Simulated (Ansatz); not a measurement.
BeCl₂, triplet, geometry from GFN2-xTB (such geometries of metal compounds can be far from the true shape) (a higher spin typed on purpose: for a closed-shell molecule this is an excited state), atoms displaced at random by about 0.03 Å a coordinate; HF/6-31G, gradient (Ansatz, a program for electronic structure).

Input for Ansatz:
Ansatz 0.2 input:
```yaml
crystal:
  periodic: [false, false, false]
  atoms:
    - {symbol: Be, position_ang: [0.85883721, -0.72968170, 0.72971924]}
    - {symbol: Cl, position_ang: [0.82335276, 0.29951319, -0.98382289]}
    - {symbol: Cl, position_ang: [-1.04888744, -0.12915167, 0.78734744]}
basis:
  gaussian:
    orbitals: 6-31G
hamiltonian:
  xc: hf
magnetization: {spin_polarized: true, initial_magnetization: 2}
output: {forces: true}
```

The log (banner, timings and long lists left out):

```
Functional definition: HF
406 factors; integrals over basis functions are off by at most 2.2e-4 eV
mean field evaluation 1: about -25401.9759 eV, gradient 8.0e0 eV
mean field evaluation 2: about -25401.9842 eV, gradient 8.0e0 eV
mean field evaluation 4: about -25403.0738 eV, gradient 1.0e0 eV
mean field evaluation 8: about -25403.0996 eV, gradient 5.9e-2 eV
mean field evaluation 16: about -25402.7686 eV, gradient 1.9e0 eV
mean field evaluation 32: about -25402.9203 eV, gradient 1.3e0 eV
mean field evaluation 64: about -25403.0998 eV, gradient 1.8e-5 eV
mean field -25403.09981680 eV, -933.5466994280 hartree, gradient 1.8e-5 eV, S^2 2.011642; 0 other end points of the search recorded, 0 dependent functions left out
the calculation of the forces begins
reference -25403.09981680 eV, -933.5466994280 hartree; 20, 18 occupied and 15, 17 virtual orbitals, 406 factors
Total energy: -25403.09981680 eV, -933.5466994280 hartree
Atom 0 at     0.858837    -0.729682     0.729719 Å, force     0.563943    -0.473298     0.481125 eV/Å
Atom 1 at     0.823353     0.299513    -0.983823 Å, force     0.481383     0.411597    -0.962998 eV/Å
Atom 2 at    -1.048887    -0.129152     0.787347 Å, force    -1.045326     0.061701     0.481873 eV/Å
Dipole moment:     0.093093    -0.080349     0.083159 e Å
```
